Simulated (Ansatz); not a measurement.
H3BeN (SMILES [BeH][NH2]), singlet, geometry from GFN2-xTB (such geometries of metal compounds can be far from the true shape); Ansatz (an electronic-structure program) with HF/6-31G.

The Ansatz input:
Ansatz 0.2 input:
```yaml
crystal:
  periodic: [false, false, false]
  atoms:
    - {symbol: Be, position_ang: [-0.56119161, -0.09937467, -0.78264175]}
    - {symbol: H, position_ang: [-1.30576798, -0.21369086, -1.80434415]}
    - {symbol: N, position_ang: [0.31629929, 0.05341844, 0.43864658]}
    - {symbol: H, position_ang: [1.04943994, -0.56334301, 0.75039794]}
    - {symbol: H, position_ang: [0.28699946, 0.80060346, 1.11398712]}
basis:
  gaussian:
    orbitals: 6-31G
hamiltonian:
  xc: hf
```

Output, abridged:

```
Functional definition: HF
353 factors; integrals over basis functions are off by at most 2.2e-4 eV
mean field evaluation 1: about -1925.1229 eV, gradient 3.1e1 eV
mean field evaluation 2: about -1925.1222 eV, gradient 3.1e1 eV
mean field evaluation 4: about -1927.4047 eV, gradient 1.8e0 eV
mean field evaluation 8: about -1927.4200 eV, gradient 4.4e-4 eV
mean field -1927.41998850 eV, -70.8313781251 hartree, gradient 1.2e-5 eV, S^2 0.000000; 0 other end points of the search recorded, 0 dependent functions left out
reference -1927.41998850 eV, -70.8313781251 hartree; 7, 7 occupied and 17, 17 virtual orbitals, 353 factors
Total energy: -1927.41998850 eV, -70.8313781251 hartree
```
